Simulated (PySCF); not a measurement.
C₆ coefficients of unlike pairs at PBE

Calculated with PySCF 2.14 from the dipole response of each species, C₆(A,B) = (3/π) ∫ α_A(iu) α_B(iu) du, in atomic units, from isotropic polarisabilities. For ions this is the dispersion term alone; charge-induced terms of lower order in 1/R come first.

```
species           configuration                                                                                      basis      relativity  α (bohr³)  C₆ (like pair)
   Mo³⁺           [Kr] 4d3 (4F)                                                  aug-cc-pwCVDZ-PP with ECP28MDF (6s6p5d3f)  core potential      5.936           26.28
    As⁺  [Ar] 3d10 4s2 4p2 (3P)                                                                  def2-QZVPPD (12s7p5d4f1g)            none      17.11           105.1
    B³⁺                1s2 (1S)                                                                       dyall-av2z (11s7p2d)            none    0.02046        0.002740
   Kr²⁺  [Ar] 3d10 4s2 4p4 (3P)  aug-cc-pVTZ-PP with one added diffuse shell each of s, d, f type with ECP10MDF (7s5p5d3f)  core potential      7.579           37.04
```

Problem. Estimate C₆ for Kr²⁺ with B³⁺.

Solution. The integral gives 0.1889. The combination rule 2 C_A C_B / (C_A α_B/α_A + C_B α_A/α_B) gives 0.1820 and the geometric mean 0.3186.

No spin-orbit coupling is included.

The other pairs:

| pair | C₆ |
| --- | --- |
| Kr²⁺, Mo³⁺ | 30.93 |
| As⁺, Mo³⁺ | 49.30 |
| Kr²⁺, As⁺ | 60.35 |
| B³⁺, As⁺ | 0.2710 |
| B³⁺, Mo³⁺ | 0.1785 |
